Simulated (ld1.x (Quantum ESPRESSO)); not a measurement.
**Cutoff test, Co, PAW**

* Element: cobalt
* Generator: ld1.x (Quantum ESPRESSO) 7.5
* Type: PAW
* Functional: PBEsol
* Relativity: scalar-relativistic
* Frozen core: [Ne] 3s2
* Valence charge: 15
* Reference configuration: 3p6 3d7 4s2 4p0
* Partial waves: 4s (bound): rcut 1.65, rcutus 2.25 bohr; 4s channel at 4.35 Ry: rcut 1.65, rcutus 2.25 bohr; 3p (bound): rcut 1.15, rcutus 1.20 bohr; 4p (bound, empty): rcut 1.15, rcutus 1.20 bohr; 3d (bound): rcut 1.10, rcutus 1.50 bohr; 3d channel at 1.8 Ry: rcut 1.10, rcutus 1.50 bohr
* Local potential: all-electron potential smoothed inside 2.05 bohr (lloc = -2)
* Core correction: a·sin(br)/r model core, default radius (core density twice the valence density)
* Augmentation charge: BESSEL, radius 1.10 bohr

The pseudo-atom Hamiltonian at the reference potential is diagonalised in spherical Bessel functions j_l(qr) that vanish at 20 bohr, with q² up to the cutoff. All-electron valence levels (Ry): 4s -0.4034, 3p -4.8149, 4p -0.0917, 3d -0.6049.

Q: How do the lowest levels (Ry) of each channel move with the cutoff, and are there ghosts?

A:

```json
{"cutoff (Ry)": "8", "s #1": "-0.4033", "p #1": "-2.1740", "p #2": "-0.0157", "p #3": "0.0732", "d #1": "0.0587", "d #2": "0.1264", "f #1": "0.1126", "f #2": "0.2394", "Σ f·Δε (mRy)": "20491.0"}
{"cutoff (Ry)": "12", "s #1": "-0.4034", "p #1": "-3.1958", "p #2": "-0.0341", "p #3": "0.0641", "d #1": "-0.0369", "d #2": "0.0692", "f #1": "0.1126", "f #2": "0.2394", "Σ f·Δε (mRy)": "13690.9"}
{"cutoff (Ry)": "18", "s #1": "-0.4034", "p #1": "-4.0727", "p #2": "-0.0508", "p #3": "0.0582", "d #1": "-0.3710", "d #2": "0.0645", "f #1": "0.1126", "f #2": "0.2394", "Σ f·Δε (mRy)": "6090.7"}
{"cutoff (Ry)": "25", "s #1": "-0.4034", "p #1": "-4.5245", "p #2": "-0.0620", "p #3": "0.0551", "d #1": "-0.5171", "d #2": "0.0640", "f #1": "0.1126", "f #2": "0.2394", "Σ f·Δε (mRy)": "2357.2"}
{"cutoff (Ry)": "35", "s #1": "-0.4035", "p #1": "-4.7457", "p #2": "-0.0726", "p #3": "0.0525", "d #1": "-0.5911", "d #2": "0.0637", "f #1": "0.1126", "f #2": "0.2394", "Σ f·Δε (mRy)": "512.1"}
{"cutoff (Ry)": "45", "s #1": "-0.4035", "p #1": "-4.8022", "p #2": "-0.0807", "p #3": "0.0508", "d #1": "-0.6032", "d #2": "0.0636", "f #1": "0.1126", "f #2": "0.2394", "Σ f·Δε (mRy)": "88.6"}
{"cutoff (Ry)": "55", "s #1": "-0.4035", "p #1": "-4.8127", "p #2": "-0.0861", "p #3": "0.0497", "d #1": "-0.6042", "d #2": "0.0636", "f #1": "0.1126", "f #2": "0.2394", "Σ f·Δε (mRy)": "18.2"}
{"cutoff (Ry)": "70", "s #1": "-0.4035", "p #1": "-4.8138", "p #2": "-0.0906", "p #3": "0.0488", "d #1": "-0.6046", "d #2": "0.0636", "f #1": "0.1126", "f #2": "0.2394", "Σ f·Δε (mRy)": "8.6"}
{"cutoff (Ry)": "90", "s #1": "-0.4035", "p #1": "-4.8145", "p #2": "-0.0916", "p #3": "0.0486", "d #1": "-0.6048", "d #2": "0.0636", "f #1": "0.1126", "f #2": "0.2394", "Σ f·Δε (mRy)": "3.0"}
{"cutoff (Ry)": "110", "s #1": "-0.4035", "p #1": "-4.8149", "p #2": "-0.0916", "p #3": "0.0486", "d #1": "-0.6048", "d #2": "0.0636", "f #1": "0.1126", "f #2": "0.2394", "Σ f·Δε (mRy)": "0.9"}
{"cutoff (Ry)": "140", "s #1": "-0.4035", "p #1": "-4.8149", "p #2": "-0.0917", "p #3": "0.0486", "d #1": "-0.6049", "d #2": "0.0636", "f #1": "0.1126", "f #2": "0.2394", "Σ f·Δε (mRy)": "0.5"}
{"cutoff (Ry)": "400", "s #1": "-0.4035", "p #1": "-4.8150", "p #2": "-0.0917", "p #3": "0.0486", "d #1": "-0.6049", "d #2": "0.0636", "f #1": "0.1126", "f #2": "0.2394", "Σ f·Δε (mRy)": "0.0"}
```

Result: no extra level below or beside the all-electron valence levels (s, p, d, f tested); 10 mRy is reached at 70 Ry and 1 mRy at 110 Ry.

1 of 7 tests not solved or not reliable.
